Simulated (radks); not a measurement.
Q: These are the eigenvalues of the occupied orbitals of an atom or ion with whole-number occupations (hartree). Method: scalar-relativistic Kohn-Sham, r2SCAN, spin-unpolarised, spherical densities, finite nucleus; meta-GGA in the generalised Kohn-Sham scheme; Fermi nuclear charge, rms radius of each element as measured or else 0.836 A^(1/3) + 0.57 fm; computed with a radial shooting solver on a logarithmic mesh with Libxc functionals.

| orbital | eigenvalue |
|---|---|
| 1s | -890.8145 |
| 2s | -131.3436 |
| 2p | -117.7501 |
| 3s | -24.63464 |
| 3p | -20.12789 |
| 3d | -12.98713 |
| 4s | -4.08211 |
| 4p | -2.78283 |
| 4d | -0.92084 |
| 4f | -0.08605 |

Which element is it, and in what charge state? The configuration may be excited.

A: Z = 46, palladium, charge +1: Pd+ in [Ar] 3d10 4s2 4p5 4d9 4f1. The list shows which subshells hold electrons but not how many an open one holds; the 1s level, -890.81 hartree, gives Z - s = 42.2 by -(Z - s)^2/2, which with screening and relativity narrows Z to a few neighbours, and the depths of the outer levels then fix element, charge and occupations together.
